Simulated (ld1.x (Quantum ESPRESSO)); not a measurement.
## Before and after: TM potential for scandium

- Element: Sc (Z = 21)
- Generator: ld1.x (Quantum ESPRESSO) 7.5
- Type: norm-conserving Troullier–Martins (Kleinman–Bylander form)
- Functional: LDA (PZ)
- Relativity: fully relativistic
- Frozen core: [Ne]
- Valence charge: 11
- Reference configuration: 3s2 3p6 3d1 4s2 4p0
- Partial waves: 3s (bound): rc 1.05 bohr; 3p (bound): rc 1.65 bohr; 3d (bound): rc 2.70 bohr
- Local potential: all-electron potential smoothed inside 0.80 bohr (lloc = -2)
- Core correction: none

Open shells are filled in proportion to 2j + 1 (rel_dist='average').

Occupied shells without a wave of their own: 4s. They enter only through the test configuration that unscreens the potential.

Change: local potential the d channel.

Cutoffs: the cutoffs (Ry, on a coarse ladder) from which the occupation-weighted sum of valence levels, in a spherical-Bessel basis at the reference potential, stays within 10 and 1 mRy of its value at 400 Ry; they do not see the model core or the augmentation charge, which bear on the density cutoff. Errors are all-electron minus pseudo energies relative to the spin-unpolarised reference configuration.

Problem. What does the change do?

Solution. Of the 7 tests that both files solve, the error grows in 5 and shrinks in 2 by more than 15 % and 0.3 meV (median size 90.8 → 308.8 meV); the range in which the p1/2 phases agree narrows (upper end 4.4 → -0.6); the range in which the p3/2 phases agree narrows (upper end 4.4 → -0.5); neither file shows a bound ghost.

| quantity | base | changed |
| --- | --- | --- |
| cutoffs, loose and tight | not determined | 110 Ry, 180 Ry |
| bound ghosts | none | none |
| largest miss of a reference level, eV | 0.07 | 0.02 |
| error for 3s2 3p6 3d1 4s1 4p0, meV [ΔE 7.07 eV] | -100 | -64 |
| error for 3s2 3p6 3d1 4s0 4p0, meV [ΔE 20.03 eV] | -273 | -487 |
| error for 3s2 3p6 3d0 4s0 4p0, meV [ΔE 45.12 eV] | -143 | -981 |
| error for 3s2 3p6 3d2 4s1 4p0, meV [ΔE 1.62 eV] | +0.1 | +158 |
| error for 3s2 3p6 3d1 4s1 4p1, meV [ΔE 2.84 eV] | -67 | -309 |
| error for 3s2 3p5 3d1 4s2 4p0, meV [ΔE 40.15 eV] | -91 | +457 |
| error for 3s2 3p6 3d1 4s1.5 4p0, meV [ΔE 2.82 eV] | -43 | -12 |
| s: phases at 2.96 bohr within 0.05 rad from the reference energy up to (Ry; the scan ends near 5) | -0.3 | -0.6 |
| p1/2: phases at 2.96 bohr within 0.05 rad from the reference energy up to (Ry; the scan ends near 5) | 4.4 | -0.6 |
| p3/2: phases at 2.96 bohr within 0.05 rad from the reference energy up to (Ry; the scan ends near 5) | 4.4 | -0.5 |
| d3/2: phases at 2.96 bohr within 0.05 rad from the reference energy up to (Ry; the scan ends near 5) | 0.8 | 0.4 |
| d5/2: phases at 2.96 bohr within 0.05 rad from the reference energy up to (Ry; the scan ends near 5) | 0.8 | 0.4 |

Base: The 4s level has no wave, so the channel is fitted at the deeper level alone: the likely source of the large errors. Changed file: The 4s level has no wave, so the channel is fitted at the deeper level alone: the likely source of the large errors.
